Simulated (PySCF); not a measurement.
## Assignment exercise: C7H5ClN2

Molfile (atoms numbered from 1):
```
C7H5ClN2
     RDKit          3D

 15 16  0  0  0  0  0  0  0  0999 V2000
    2.3397    2.7523   -0.3446 Cl  0  0  0  0  0  0  0  0  0  0  0  0
    1.7999    1.1576   -0.1355 C   0  0  0  0  0  0  0  0  0  0  0  0
    2.6352    0.1581    0.0107 N   0  0  0  0  0  0  0  0  0  0  0  0
    1.8923   -0.9513    0.1515 N   0  0  0  0  0  0  0  0  0  0  0  0
    0.5622   -0.6830    0.0985 C   0  0  0  0  0  0  0  0  0  0  0  0
   -0.5630   -1.4982    0.1950 C   0  0  0  0  0  0  0  0  0  0  0  0
   -1.7897   -0.8838    0.0957 C   0  0  0  0  0  0  0  0  0  0  0  0
   -1.9126    0.5007   -0.0937 C   0  0  0  0  0  0  0  0  0  0  0  0
   -0.8096    1.3141   -0.1900 C   0  0  0  0  0  0  0  0  0  0  0  0
    0.4474    0.7159   -0.0927 C   0  0  0  0  0  0  0  0  0  0  0  0
    2.3516   -1.8379    0.2771 H   0  0  0  0  0  0  0  0  0  0  0  0
   -0.4716   -2.5635    0.3408 H   0  0  0  0  0  0  0  0  0  0  0  0
   -2.6869   -1.4809    0.1652 H   0  0  0  0  0  0  0  0  0  0  0  0
   -2.9013    0.9286   -0.1646 H   0  0  0  0  0  0  0  0  0  0  0  0
   -0.8979    2.3792   -0.3355 H   0  0  0  0  0  0  0  0  0  0  0  0
  1  2  1  0
  2  3  2  0
  3  4  1  0
  4  5  1  0
  5  6  2  0
  6  7  1  0
  7  8  2  0
  8  9  1  0
  9 10  2  0
 10  2  1  0
 10  5  1  0
  4 11  1  0
  6 12  1  0
  7 13  1  0
  8 14  1  0
  9 15  1  0
M  END
```

All values are calculated (PySCF): GFN2-xTB structure, shieldings: GIAO PBE0/pcSseg-1. Single conformer, in vacuum, no relativistic terms.

Scale: 13C and 1H against TMS (reference shieldings calculated alike).

Question: Assign these signals to the numbered atoms. 13C{1H} NMR (computed): δ 145.5 (C), 144.7 (C), 132.4 (CH), 126.9 (C), 126.1 (CH), 125.7 (CH), 113.3 (CH).

Answer: 
| δ (ppm) | atoms | environment | reason |
| --- | --- | --- | --- |
| 145.5 | C5 | ring-fusion aromatic carbon | – |
| 144.7 | C2 | aromatic carbon bearing chlorine | – |
| 132.4 | C7 | aromatic CH | the aromatic region |
| 126.9 | C10 | ring-fusion aromatic carbon | – |
| 126.1 | C8 | aromatic CH | the aromatic region |
| 125.7 | C9 | aromatic CH | – |
| 113.3 | C6 | aromatic CH | – |

C5 and C2; C10 and C8; C8 and C9 lie closer than the usual error of such a calculation, so a measured spectrum could show them in the other order.

Question: Assign these signals to the numbered atoms. 1H NMR (400 MHz, computed): δ 9.32 (br s, 1H), 8.13 (d, 1H), 7.72 (m, 1H), 7.57 (m, 1H), 7.56 (m, 1H).

Answer: 
```tsv
δ (ppm)	atoms	environment	reason
9.32	H11	hydrogen on a pyrrole-type ring nitrogen	exchangeable; this is the value without hydrogen bonding to other molecules
8.13	H15	hydrogen on an aromatic CH	it sits in the deshielding region of the aromatic ring current
7.72	H13	hydrogen on an aromatic CH	–
7.57	H12	hydrogen on an aromatic CH	–
7.56	H14	hydrogen on an aromatic CH	–
```

H12 and H14 lie closer than the usual error of such a calculation, so a measured spectrum could show them in the other order.

The OH or NH signal is concentration- and solvent-dependent in practice; the value given is the gas-phase one. Carbons that carry Cl, above all several Cl atoms, come out too deshielded, partly because spin–orbit coupling is missing. Shifts are as computed. Against solution values, carbons near 30 ppm lie about +3 ppm off and those near 130 ppm about +5 ppm; carbons on Cl a further +6 ppm. Of 1211 compounds with measured shifts, 218 miss one by over three times the rms of a fit or turn the order of signals round; such compounds aren't used in these exercises. Multiplicities follow the n + 1 count of equivalent neighbours, as no J values were calculated; m marks all less simple cases, F and P coupling included.
